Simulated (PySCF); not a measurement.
ZnH2, SMILES [ZnH2]. Atoms are numbered in the order given.

```xyz
3

Zn     0.0000     0.0000     0.0000
H      0.0000     0.0000    -1.5443
H      0.0000     0.0000     1.5443
```
Charge 0, spin multiplicity 1.

Geometry: PBE0-D3(BJ)/def2-TZVPD. The isomer is the one that the SMILES or the coordinates give; other isomers of the formula were not compared.

The numbers are results of PBE0-D3(BJ)/def2-TZVPD in PySCF 2.14.0, not measurements.

Frequencies are harmonic and unscaled.

Modes within 1.5 cm⁻¹ of each other (mostly degenerate sets) share a row, with their intensities summed.

```csv
mode,ν (cm⁻¹),IR (km/mol),moving atoms (share of kinetic energy)
1–2,646,336.3,H 97 %
3,1904,317.7,H 97 %
4,1905,0.0,H 100 %
```
